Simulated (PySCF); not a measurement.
Species: C6H10S.
Numbering: `[SH:1][C@H:2]1[C@@H:3]2[CH2:4][CH2:5][C@H:6]1[CH2:7]2` (hydrogens: H8 on S1; H9 on C2; H10 on C3; H11, H12 on C4; H13, H14 on C5; H15 on C6; H16, H17 on C7)

Method: core-valence-separated Tamm–Dancoff BHandHLYP/aug-pcX-1 (pcseg-1 on H, def2-SVPD on S) in PySCF, non-relativistic, gas phase, PBE0-D3(BJ)/def2-SVP geometry.

Computed carbon K-edge spectrum, Gaussian lines of 0.4 eV full width, highest printed point 100; it ends one width below the last computed root. Absolute energies from this functional tend to lie a few eV below measured edges; no shift was applied.

| photon energy (eV) | absorption |
| --- | --- |
| 285.1 | 1 |
| 285.2 | 5 |
| 285.3 | 16 |
| 285.4 | 39 |
| 285.5 | 69 |
| 285.6 | 91 |
| 285.7 | 94 |
| 285.8 | 90 |
| 285.9 | 92 |
| 286.0 | 100 |
| 286.1 | 99 |
| 286.2 | 86 |
| 286.3 | 70 |
| 286.4 | 61 |
| 286.5 | 62 |
| 286.6 | 68 |
| 286.7 | 69 |
| 286.8 | 62 |
| 286.9 | 56 |

Assign the maxima to core holes.

3 maxima:
- 285.7 eV: C2 (sp3 carbon bound to sulfur), 285.65 eV, f = 0.050, 52 % of the height at the exact maximum; C4/C5 (ring CH2 carbon), 285.56 eV, f = 0.030, sum of 2, 26 % of the height at the exact maximum; C7 (four-membered-ring carbon), 285.70 eV, f = 0.012, 12 % of the height at the exact maximum
- 286.0 eV: C4/C5 (ring CH2 carbon), 286.02 eV, f = 0.052, sum of 2, 50 % of the height at the exact maximum; C6 (sp3 carbon at a ring junction), 286.00 eV, f = 0.018, 17 % of the height at the exact maximum; C3 (sp3 carbon at a ring junction), 286.12 eV, f = 0.016, 14 % of the height at the exact maximum
- 286.7 eV: C6 (sp3 carbon at a ring junction), 286.65 eV, f = 0.017, 24 % of the height at the exact maximum; C2 (sp3 carbon bound to sulfur), 286.59 eV, f = 0.018, 23 % of the height at the exact maximum; C3 (sp3 carbon at a ring junction), 286.77 eV, f = 0.018, 21 % of the height at the exact maximum; C4/C5 (ring CH2 carbon), 286.60 eV, f = 0.010, sum of 2, 13 % of the height at the exact maximum

Further lines of some strength in the range: C7, 286.25 eV, f = 0.017; C7, 286.31 eV, f = 0.020.

Roots within 0.03 eV on the same or equivalent atoms count as one line; shares under 12 % aren't listed.

Vibrational structure and lifetime widths aren't in the curve. The ionisation threshold wasn't computed; near and above it a finite basis only mimics Rydberg series and continuum.

The run took about 60 s of CPU time (one thread, shared machine).

One conformer stands for the species.
